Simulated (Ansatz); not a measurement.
An input meant for Ag3⁻ (charge -1, singlet).

```yaml
crystal:
  periodic: [false, false, false]
  atoms:
    - {symbol: Ag, position_ang: [-2.125626, 1.226341, -1.013227]}
    - {symbol: Ag, position_ang: [2.124821, -1.221484, 1.019733]}
    - {symbol: Ag, position_ang: [0.000805, -0.004857, -0.006495]}
basis:
  gaussian: {orbitals: def2-TZVP, nuclear_model: gaussian}
total_charge: -1
magnetization: {spin_polarized: true, initial_magnetization: 1}
hamiltonian: {xc: {name: CAM-B3LYP}}
scf: {omitted_lower_state_checks: [starts]}
output: {forces: true}
```

```sh
$ ansatz run in.yaml --threads 4 --pin off --events-out ev --progress --plain --max-ram 3916MiB
```

Output, abridged:

```
Error: a molecule whose nuclei and cores have a total charge of 57 cannot have a net charge of -1 together with 1 unpaired electrons
```

In this input the number of unpaired electrons doesn't fit the electron count. The program refused the input.
